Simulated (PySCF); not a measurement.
Partial charges of `CC#C[SiH2]C/C=C/Cl`

Compound: C6H9ClSi.
Cartesian coordinates in Å at the GFN2-xTB level; atoms count from 1:
```xyz
17
C6H9ClSi angstrom
C     -2.908    1.418   -0.686
C     -2.010    0.442   -0.115
C     -1.260   -0.376    0.357
Si    -0.082   -1.604    1.058
C      1.574   -1.384    0.110
C      2.124   -0.028    0.343
C      2.004    0.966   -0.522
Cl     2.593    2.557   -0.205
H     -2.338    2.243   -1.111
H     -3.573    1.807    0.085
H     -3.508    0.958   -1.471
H      0.129   -1.350    2.487
H     -0.574   -2.968    0.831
H      2.288   -2.135    0.451
H      1.400   -1.543   -0.953
H      2.608    0.141    1.294
H      1.526    0.868   -1.483
```

Density: PBE0/pcSseg-1 (PySCF); schemes: Mulliken, IAO, Hirshfeld and ESP-fitted. Geometry: GFN2-xTB, one conformer, isolated molecule.

Question: Give the atomic charges in each scheme.

Answer: In e; atoms taken as equivalent share a row and are averaged (×n: the atom named and its like, n in all):

```json
{"atom": "C1", "environment": "propargylic carbon", "Mulliken": "-0.161", "IAO": "-0.441", "Hirshfeld": "-0.092", "ESP-fitted": "-0.573"}
{"atom": "C2", "environment": "alkyne carbon", "Mulliken": "-0.122", "IAO": "+0.012", "Hirshfeld": "-0.021", "ESP-fitted": "+0.302"}
{"atom": "C3", "environment": "alkyne carbon", "Mulliken": "-0.416", "IAO": "-0.386", "Hirshfeld": "-0.187", "ESP-fitted": "-0.551"}
{"atom": "Si4", "environment": "SiH2 silicon", "Mulliken": "+0.670", "IAO": "+0.787", "Hirshfeld": "+0.357", "ESP-fitted": "+0.648"}
{"atom": "C5", "environment": "sp3 carbon bound to silicon", "Mulliken": "-0.475", "IAO": "-0.530", "Hirshfeld": "-0.149", "ESP-fitted": "-0.459"}
{"atom": "C6", "environment": "alkene CH carbon", "Mulliken": "-0.142", "IAO": "-0.144", "Hirshfeld": "-0.051", "ESP-fitted": "+0.040"}
{"atom": "C7", "environment": "vinylic C–Cl carbon", "Mulliken": "-0.114", "IAO": "-0.184", "Hirshfeld": "-0.043", "ESP-fitted": "-0.345"}
{"atom": "Cl8", "environment": "vinyl chlorine", "Mulliken": "-0.109", "IAO": "-0.041", "Hirshfeld": "-0.055", "ESP-fitted": "-0.075"}
{"atom": "H9/H10/H11", "environment": "methyl hydrogen", "Mulliken": "+0.155", "IAO": "+0.177", "Hirshfeld": "+0.065", "ESP-fitted": "+0.192"}
{"atom": "H12/H13", "environment": "Si–H hydrogen", "Mulliken": "-0.082", "IAO": "-0.119", "Hirshfeld": "-0.073", "ESP-fitted": "-0.121"}
{"atom": "H14/H15", "environment": "methylene hydrogen", "Mulliken": "+0.154", "IAO": "+0.157", "Hirshfeld": "+0.048", "ESP-fitted": "+0.149"}
{"atom": "H16", "environment": "vinylic hydrogen", "Mulliken": "+0.123", "IAO": "+0.157", "Hirshfeld": "+0.048", "ESP-fitted": "+0.134"}
{"atom": "H17", "environment": "vinylic hydrogen", "Mulliken": "+0.139", "IAO": "+0.164", "Hirshfeld": "+0.050", "ESP-fitted": "+0.247"}
```

Mean size of the charges over all atoms: ESP-fitted 0.264 e, IAO 0.231 e, Mulliken 0.201 e, Hirshfeld 0.088 e. Each set sums to the total charge, 0, to within 0.001 e. The IAO scheme counts the electrons in orthogonalised intrinsic atomic orbitals, a minimal basis polarised so that it spans the occupied orbitals exactly.

Some averages cover members that differ in this geometry: H14/H15, ESP-fitted +0.135 to +0.163 e.

Lowest charge. The schemes don't all agree: Mulliken C5 (-0.475); IAO C5 (-0.530); Hirshfeld C3 (-0.187); ESP-fitted C1 (-0.573).

Highest charge. All schemes agree: Mulliken Si4 (+0.670); IAO Si4 (+0.787); Hirshfeld Si4 (+0.357); ESP-fitted Si4 (+0.648).

Question: How closely do the schemes follow one another over all atoms?

Answer: Correlation coefficient and root-mean-square difference: Mulliken with Hirshfeld 0.97, 0.143 e; Mulliken with IAO 0.96, 0.087 e; IAO with Hirshfeld 0.96, 0.189 e; IAO with ESP-fitted 0.93, 0.115 e; Hirshfeld with ESP-fitted 0.87, 0.226 e; Mulliken with ESP-fitted 0.85, 0.167 e.

Question: Sum the charges by element, for elements with more than one atom.

Answer: 
```csv
element,atoms,Mulliken,IAO,Hirshfeld,ESP-fitted
C,6,-1.431,-1.672,-0.544,-1.585
H,9,+0.870,+0.926,+0.241,+1.012
```

Question: How many electrons does the ESP-fitted scheme count on Si4?

Answer: Z − q = 14 − (+0.648) = 13.352.
